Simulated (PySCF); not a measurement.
## Working out the ionisation energy of Mn⁺

Mn⁺ [Ar] 3d5 4s1 (7S) → Mn²⁺ [Ar] 3d5 (6S). Calculation: PySCF 2.14, in pcseg-2 (6s4p3d2f1g, 56 functions); no relativity, point nucleus. Frozen: [Ar]. Energies in hartree (1 hartree = 27.21139 eV):

```tsv
part	Mn⁺ (lower)	Mn²⁺ (upper)
UHF	-1149.627640	-1149.086955
MP2 opposite-spin	0.000000	0.000000
MP2 same-spin	-0.074899	-0.059461
```

What does Hartree-Fock give?

(-1149.086955) − (-1149.627640) = 0.540685 hartree = 14.713 eV.

What do MP2 and SCS-MP2 (6/5 opposite-spin, 1/3 same-spin) give?

The opposite-spin parts differ by 0.000 eV and the same-spin parts by 0.420 eV. MP2: 14.713 + (0.000) + (0.420) = 15.133 eV. SCS-MP2: 14.713 + 1.2 × (0.000) + (0.420)/3 = 14.853 eV.

Measured between the centres of the two terms (NIST): 15.640 eV, so MP2 (valence) is off by -0.507 eV.

The calculation is non-relativistic.

What remains against the reference includes basis incompleteness, the frozen core and correlation beyond second order.
